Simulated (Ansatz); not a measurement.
Method: frozen-core CCSD(T)/cc-pVTZ // B3LYP-D3(BJ)/def2-TZVP in Ansatz (an electronic-structure program).

Ansatz 0.2 input:
```yaml
crystal:
  periodic: [false, false, false]
  atoms:
    - { symbol: F, position_ang: [0.009106, -0.044671, 1.76288] }
    - { symbol: Ge, position_ang: [0.00021, -0.001069, 0.041032] }
    - { symbol: Cl, position_ang: [-0.474016, 1.98323, -0.548906] }
    - { symbol: Cl, position_ang: [-1.472513, -1.376805, -0.628808] }
    - { symbol: Cl, position_ang: [1.937211, -0.560685, -0.626199] }
basis:
  gaussian: { orbitals: cc-pVTZ }
correlation:
  method: ccsd_t
```

Output:

```
Functional definition: HF
1087 factors; integrals over basis functions are off by at most 1.0e-3 eV
mean field evaluation 1: about -96696.3563 eV, gradient 3.5e1 eV
mean field evaluation 2: about -96696.5469 eV, gradient 3.5e1 eV
mean field evaluation 4: about -96699.0260 eV, gradient 2.0e0 eV
mean field evaluation 8: about -96699.0581 eV, gradient 8.7e-2 eV
mean field evaluation 16: about -96697.7845 eV, gradient 2.5e1 eV
mean field -96699.05812371 eV, -3553.6248410706 hartree, gradient 1.2e-6 eV, S^2 0.000000; 0 other end points of the search recorded, 0 dependent functions left out
25 core orbitals not correlated
reference -96699.05812371 eV, -3553.6248410706 hartree; 21, 21 occupied and 129, 129 virtual orbitals, 1087 factors
second order -27.00248766 eV of doubles, -0.00000000 eV of singles
cycle   1  -27.40243093 eV  change   -4.0e-1 eV  update   1.1e-1
cycle   2  -27.98444953 eV  change   -5.8e-1 eV  update   3.1e-2
cycle   3  -28.11073531 eV  change   -1.3e-1 eV  update   1.6e-2
cycle   4  -28.09971308 eV  change    1.1e-2 eV  update   3.4e-3
cycle   5  -28.09575043 eV  change    4.0e-3 eV  update   1.3e-3
cycle   6  -28.09618274 eV  change   -4.3e-4 eV  update   3.7e-4
cycle   7  -28.09598821 eV  change    1.9e-4 eV  update   1.2e-4
cycle   8  -28.09594112 eV  change    4.7e-5 eV  update   3.2e-5
perturbative correction -1.16159748 eV, -0.0426879200 hartree
Total energy: -96728.31566231 eV, -3554.7000357827 hartree
```

Cost: around 2.3 core-minutes (rough).
